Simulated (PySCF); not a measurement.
Run record: geometry optimisation, n-butylgermane (`CCC[CH2][GeH3]`).

Method: PBE0-D3(BJ)/def2-SVP geometry optimisation, gas phase (PySCF 2.14.0). Start geometry: GFN2-xTB. A driver script takes a list of jobs; this job's settings line and coordinates (Å) are shown.

Input:
```
{"job": {"xc": "PBE0", "basis": "def2-SVP", "d3": "d3bj", "grid": 1, "maxiter": 30, "shake": 0.01, "kind": "geom"}, "charge": 0, "multiplicity": 1}
C      2.414360     0.478260    -0.045710
C      0.953270     0.324510     0.425630
C      0.243500    -0.841860    -0.268630
C     -1.144760    -1.002560     0.203270
Ge    -2.334560     0.541630    -0.207890
H      2.861290     1.351130     0.448360
H      2.428070     0.682750    -1.122240
H      2.993630    -0.384620     0.154130
H      0.393100     1.250260     0.240230
H      0.945190     0.166730     1.518760
H      0.811440    -1.763680    -0.053430
H      0.281440    -0.673350    -1.334310
H     -1.642200    -1.873480    -0.283790
H     -1.215580    -1.192180     1.288970
H     -2.186680     1.664810     0.775260
H     -2.042270     1.110060    -1.551570
H     -3.775760     0.173430    -0.176860
```

Output:
```
step   0  E = -2235.81354806  max force = 0.041662
step   1  E = -2235.82077627  max force = 0.007602
step   2  E = -2235.82124625  max force = 0.002328
step   3  E = -2235.82128581  max force = 0.000680
step   4  E = -2235.82130528  max force = 0.000492
step   5  E = -2235.82131442  max force = 0.000700
step   6  E = -2235.82132018  max force = 0.000451
step   7  E = -2235.82132217  max force = 0.000250
optimisation converged
```

Energies in Eh; «max force» is the largest Cartesian gradient component in Eh/bohr.

Task: Give the first gradient maximum in eV/Å.

Result: With 1 Eh/bohr = 51.422 eV/Å, 2.142 eV/Å.

In short: final energy -2235.82132 Eh after 7 steps; dipole 0.87 D.

Task: Give the final coordinates.

Result: 0.074 Å rms from the input after alignment:
```
atom  x, y, z in Å
C1     2.0934   -0.0400    0.2945
C2     0.6452   -0.1867    0.7316
C3    -0.0936   -1.2999   -0.0006
C4    -1.5354   -1.5079    0.4540
Ge5   -2.7266    0.0310    0.1814
H6     2.6016    0.7716    0.8366
H7     2.1642    0.1839   -0.7821
H8     2.6613   -0.9674    0.4748
H9     0.1173    0.7715    0.5771
H10    0.5996   -0.3771    1.8189
H11    0.4675   -2.2433    0.1290
H12   -0.0740   -1.0908   -1.0856
H13   -1.9882   -2.3567   -0.0834
H14   -1.5710   -1.7679    1.5258
H15   -2.4943    1.1340    1.2334
H16   -2.4883    0.6376   -1.2180
H17   -4.1969   -0.4238    0.2799
```

The run took 2.0 min of wall time on an Arm Neoverse N1 with one thread, shared host, and the process peaked at 0.59 GiB of memory.
Labels such as C1 count atoms from 1, the log's own numbers from 0.
